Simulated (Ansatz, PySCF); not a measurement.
Spin states of H2O2Re (SMILES [OH][Re][OH]), each relaxed with B3LYP-D3(BJ)/def2-TZVP.
State 1 (charge 0, multiplicity 4):
```xyz
5

Re     0.148    -0.255     0.132
O      1.476    -0.073    -1.189
H      1.740     0.746    -1.623
O     -1.399    -0.533     1.166
H     -2.020     0.145     1.457
```
State 2 (charge 0, multiplicity 2):
```xyz
5

Re    -0.0095     0.0024    -0.0106
O      1.3663     0.2237    -1.1443
H      2.0974     0.3457    -1.7489
O     -1.3866    -0.2152     1.1222
H     -2.1213    -0.3268     1.7245
```

Singlets are restricted, other states unrestricted; no spin–orbit coupling, no relativity up to Kr; see below for the cores. The largest T1 diagnostic is 0.034.

Run with Ansatz (a program for electronic structure); PySCF for the dispersion terms. Each number belongs to the level named beside it. In def2 rows elements past Kr take small-core potentials, without spin–orbit coupling.

```json
[
 {"level": "r2SCAN/def2-TZVPP", "energy of the multiplicity-2 state less that of the multiplicity-4 state (kJ/mol)": "16.9"},
 {"level": "r2SCAN-D3(BJ)/def2-TZVPP", "energy of the multiplicity-2 state less that of the multiplicity-4 state (kJ/mol)": "17.0"},
 {"level": "r2SCAN-D4/def2-TZVPP", "energy of the multiplicity-2 state less that of the multiplicity-4 state (kJ/mol)": "16.9"},
 {"level": "PBE0/def2-TZVPP", "energy of the multiplicity-2 state less that of the multiplicity-4 state (kJ/mol)": "15.8"},
 {"level": "PBE0-D3(BJ)/def2-TZVPP", "energy of the multiplicity-2 state less that of the multiplicity-4 state (kJ/mol)": "15.9"},
 {"level": "PBE0-D4/def2-TZVPP", "energy of the multiplicity-2 state less that of the multiplicity-4 state (kJ/mol)": "15.7"},
 {"level": "BHLYP/def2-TZVPP", "energy of the multiplicity-2 state less that of the multiplicity-4 state (kJ/mol)": "9.7"},
 {"level": "BHLYP-D4/def2-TZVPP", "energy of the multiplicity-2 state less that of the multiplicity-4 state (kJ/mol)": "9.5"},
 {"level": "wB97X-V/def2-TZVPP", "energy of the multiplicity-2 state less that of the multiplicity-4 state (kJ/mol)": "?"}
]
```

Q: Complete the blanks.

A: 
- wB97X-V/def2-TZVPP, energy of the multiplicity-2 state less that of the multiplicity-4 state (kJ/mol): -3.5

Doubts at one or more of the structures used: a spin-contaminated determinant (r2SCAN/def2-TZVPP, r2SCAN-D3(BJ)/def2-TZVPP, r2SCAN-D4/def2-TZVPP); the program's own flag: asymmetric forces (PBE0/def2-TZVPP, PBE0-D3(BJ)/def2-TZVPP, PBE0-D4/def2-TZVPP).
